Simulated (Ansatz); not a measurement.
```xyz
12

O    -1.131    0.282    0.880
C     0.109    0.046    1.523
B     1.206   -0.242    0.431
F     2.446   -0.491    0.849
O     0.969   -0.252   -0.887
Si   -0.313   -0.020   -1.914
H    -1.808    0.461    1.535
H     0.427    0.908    2.129
H     0.058   -0.809    2.212
H    -1.367   -1.035   -1.690
H     0.252   -0.203   -3.273
H    -0.848    1.356   -1.796
```

Charge 0, multiplicity 1.

(1) List the PBE0/def2-TZVPP orbital energies in eV (the Gaussian-basis code of Ansatz). (Estimate.)

Answers

(1) Ansatz gave: Occupied: -1803.07, -673.90, -523.09, -523.05, -279.29, -186.33, -145.31, -100.02, -99.95, -99.94, -33.64, -29.10, -28.49, -19.62, -16.77, -15.18, -14.73, -13.40, -13.26, -13.08, -12.39, -11.26, -11.19, -10.71, -9.81, -9.24, -8.62, -8.38. Lowest empty: 0.24, 0.60, 0.88, 1.43, 1.81, 2.11, 2.74, 2.76.
